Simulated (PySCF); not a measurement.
## Bond energies at PBE0/def2-TZVPP beside a composite method

PySCF, lowest determinants of a PBE0 search. The composite is CCSD(T) extrapolated to the basis-set limit from two correlation-consistent sets, with core-valence (CV) and scalar-relativistic (SR) terms as its label shows; it has no spin–orbit coupling and nothing beyond (T).

```tsv
species	state (unpaired electrons)	De PBE0 (eV)	De composite (eV)	composite	dissociates to
AuH	singlet (closed shell)	2.98	3.21	CCSD(T)/CBS(TQ)+CV	H + Au (5d10 6s1)
IO	doublet (π ↑)	2.49	2.44	CCSD(T)/CBS(TQ)	I + O
SnO	singlet (closed shell)	5.34	5.77	CCSD(T)/CBS(DT)+CV	Sn + O
NaCl	singlet (closed shell)	4.03	4.15	CCSD(T)/CBS(DT)+CV+SR	Na + Cl
Se2	triplet (π ↑↑)	3.72	3.55	CCSD(T)/CBS(TQ)	Se + Se
SnF	doublet (π ↑)	4.86	5.00	CCSD(T)/CBS(DT)+CV	Sn + F
IF	singlet (closed shell)	2.86	2.98	CCSD(T)/CBS(TQ)+CV	I + F
AlSi	quartet (σ ↑, π ↑↑)	2.64	2.55	CCSD(T)/CBS(TQ)+CV+SR	Al + Si
```

Question: Does PBE0 bind more or less than the composite, by how much on average, and where is the difference largest?

Answer: PBE0/def2-TZVPP binds less on average, method and basis taken together: the mean signed difference is -0.09 eV and the mean absolute one 0.17 eV; it is largest for SnO (-0.43 eV).

The molecules are drawn from runs that passed checks on state, spin purity and fit, so the hardest cases are missing and the errors look smaller than over all diatomics.

Correlated steps freeze the inner cores (4 to 18 orbitals); shallow outer-core shells are correlated. These are scalar-relativistic numbers at best; spin–orbit coupling would shift them, the dissociation energy most. Where the molecule has an RHF reference, its open-shell atoms are computed with UHF. The CCSD T1 diagnostic is raised in AlSi, AuH, IO, SnO, a sign that a single reference may not be enough there. States were picked by a PBE0 search and need not be the measured ground states.
